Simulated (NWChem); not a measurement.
MgHF; SMILES [F][MgH]

Computed with NWChem. All runs use the structure optimised with PBE0/def2-SVP. Level: PBE0/aug-cc-pVDZ; rows give the wavelength of the field.

| field | isotropic polarisability (bohr³) | anisotropy (bohr³) |
|---|---|---|
| static | 26.3 | 4.0 |
| 1065 nm | 26.8 | 4.1 |
| 589 nm | 28.1 | 4.4 |
